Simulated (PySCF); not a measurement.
Computed IR spectrum (relative IR intensity) of a molecule C₃H₈OSi. Coordinates come from a B3LYP-D3(BJ)/def2-SVP optimisation. The values are those of a single conformer. Computed with B3LYP-D3(BJ)/def2-SVP in PySCF. Frequencies are harmonic and unscaled.

Lines under 2 % of the strongest are left out, and lines within 2 cm⁻¹ are merged.

ν (cm⁻¹): 513 (vw), 540 (vw), 663 (w), 707 (w), 741 (w), 744 (w), 777 (w), 845 (w), 883 (m), 937 (vs), 976 (m), 993 (vw), 1002 (m), 1244 (s), 1276 (w), 1351 (m), 1419 (w), 1702 (s), 2217 (s), 2220 (m), 3152 (vw), 3166 (w), 3254 (vw) (against the strongest line: vs over 80 %, s over 45 %, m over 15 %, w over 4 %, vw less)

Task: Identify the compound among the candidates.
A. C=CO[SiH2]C
B. C=C([SiH3])OC
C. C[SiH]1COC1
D. C=CCO[SiH3]

Result: A, C=CO[SiH2]C
